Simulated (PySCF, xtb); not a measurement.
B(I)(OH)2 (BH₂IO₂), SMILES OB(O)I.

GFN2-xTB in xtb 6.7.1 at its own geometry gives an orbital gap of 6.08 eV and a dipole moment of 5.76 D.

The structure is a stationary point at PBE-D3(BJ)/def2-SVP. The def2 effective core potentials stand for the cores of I; spin–orbit coupling is left out. The values are those of a single conformer.

**Question.** What does PBE0/def2-TZVPD (PySCF) give? (An estimate is asked for; the answer gives what the named calculation found.)

**Answer.** gap 7.20 eV (levels -7.64 and -0.44 eV), dipole 1.93 D.
